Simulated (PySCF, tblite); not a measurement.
Isomers of C5H11FS2Si. Calculated harmonic vibrations of the isolated species, GFN2-xTB (tblite), most abundant isotopes, no scaling. Against measured fundamentals such values can be off by several per cent, at times by over 20. Modes of hydrogen on silicon can be 10 to 20 % off. One conformer each.

Electronic energies: PBE0/pcSseg-1 single points on the GFN2-xTB geometries (PySCF, gas phase).

| SMILES | electronic energy, lowest = 0 (kJ/mol) |
| --- | --- |
| CC[C@@H]1[SiH2]SCS[C@H]1F | 103.7 |
| C[C@H](CF)[SiH]1SCCS1 | 0.0 |
| CS[C@@](C)([SiH3])C(=S)CF | 272.1 |

Q: How do GFN2-xTB zero-point energies change the relative energies?

A: 
```csv
SMILES,ZPE (kJ/mol),of it from modes above 1550 cm⁻¹,electronic (kJ/mol),"with ZPE, lowest = 0 (kJ/mol)",lowest mode (cm⁻¹),rings
C[C@H](CF)[SiH]1SCCS1,400.6,192.7,0.0,0.0,34,1
CC[C@@H]1[SiH2]SCS[C@H]1F,392.7,189.0,103.7,95.8,49,1
CS[C@@](C)([SiH3])C(=S)CF,376.3,185.7,272.1,247.8,36,0
```

The zero-point energies span 24.3 kJ/mol, from `CS[C@@](C)([SiH3])C(=S)CF` to `C[C@H](CF)[SiH]1SCCS1`. The order is unchanged.

Q: And how do the electronic energies of GFN2-xTB itself compare?

A: `C[C@H](CF)[SiH]1SCCS1` 0.0; `CC[C@@H]1[SiH2]SCS[C@H]1F` 77.1; `CS[C@@](C)([SiH3])C(=S)CF` 210.8 kJ/mol, lowest = 0. Against the energies above, taken from the same isomer `C[C@H](CF)[SiH]1SCCS1`, the largest difference is 61.3 kJ/mol.

Q: What do entropy and thermal enthalpy add at 298.15 K and 1 bar (rigid rotor, harmonic oscillator, one conformer each)?

A: 
| SMILES | point group | symmetry number | S (J/(mol K)) | H − H(0) (kJ/mol) | ZPE + H − H(0) − TS (kJ/mol) |
| --- | --- | --- | --- | --- | --- |
| C[C@H](CF)[SiH]1SCCS1 | C1 | 1 | 457.0 | 33.24 | 297.6 |
| CC[C@@H]1[SiH2]SCS[C@H]1F | C1 | 1 | 439.4 | 32.43 | 294.2 |
| CS[C@@](C)([SiH3])C(=S)CF | C1 | 1 | 476.3 | 36.76 | 271.1 |
